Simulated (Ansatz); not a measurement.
CH10AlBSi2 can be A, `CB[SiH2][SiH2][AlH2]`, or B, `C[SiH2][B]([AlH2])[SiH3]`.

Isolated molecules relaxed with PBE0-D4/def2-TZVP in Ansatz; ΔE leaves out vibrations. CCSD(T)/CBS adds triple-zeta CCSD(T) − MP2 to the extrapolated MP2 energy (def2 sets, frozen cores). Functionals use def2-TZVPP. B3LYP here is the variant with VWN-RPA as its local correlation; programs differ in this. Each species was taken in one conformer, which may not be the lowest.

(1) Which is lower in electronic energy at CCSD(T)/CBS, and by how much? (An estimate is asked.)

(2) Give E(B) − E(A) in kJ/mol with HF/def2-TZVPP, r2SCAN-D4, ωB97M-V, MP2/def2-TZVPP, B2PLYP, PBE0-D4, B3LYP. (Best estimate.)

Largest T1 diagnostic: 0.014.

Answers

(1) The calculation gave: A, by 46.6 kJ/mol.

(2) The calculation gave: HF/def2-TZVPP 28.6, r2SCAN-D4 52.0, ωB97M-V 47.0, MP2/def2-TZVPP 46.5, B2PLYP 43.4, PBE0-D4 57.2, B3LYP 41.9. None reverses the order clearly.

In def2-TZVPP, CCSD(T) changes the Hartree–Fock value by +17.1 kJ/mol (the triples alone add +3.1 kJ/mol) and MP2 by +17.8 kJ/mol. The D4 term adds +4.9 kJ/mol with B3LYP and +2.5 kJ/mol with PBE0; it sums over pairs of atoms, weighted by their polarisabilities, and B3LYP, whose exchange is more repulsive, gets the larger term.
